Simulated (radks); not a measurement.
Values are calculated unless marked as measured or tabulated.
Xe2+, 52 electrons, occupied as [Kr] 4d10 5s2 5p4. Level of theory: Dirac Kohn-Sham, PBE, spin-unpolarised, spherical densities, finite nucleus; open shells are shared between the two j in proportion to 2j + 1; Fermi nuclear charge, rms radius 4.7859 fm (a radial shooting solver on a logarithmic mesh with Libxc functionals).

Unscreened Slater integrals over Kohn-Sham orbitals (eV). Large and small components are both included.

F0(5p3/2,5p3/2): 11.580
F2(5p3/2,5p3/2): 6.2701
F0(5p3/2,5p1/2): 11.796
G2(5p3/2,5p1/2): 6.3560
F0(5p3/2,5s1/2): 12.478
G1(5p3/2,5s1/2): 8.2351
F0(5p3/2,4d5/2): 14.472
F2(5p3/2,4d5/2): 4.0372
G1(5p3/2,4d5/2): 1.2123
G3(5p3/2,4d5/2): 1.1462
F0(5p1/2,5p1/2): 12.028
F0(5p1/2,5s1/2): 12.768
G1(5p1/2,5s1/2): 8.6723
F0(5p1/2,4d5/2): 14.970
G3(5p1/2,4d5/2): 1.2917
F0(5s1/2,5s1/2): 13.703
F0(5s1/2,4d5/2): 16.721
G2(5s1/2,4d5/2): 2.0304
F0(4d5/2,4d5/2): 27.927
F2(4d5/2,4d5/2): 14.166
F4(4d5/2,4d5/2): 9.4210
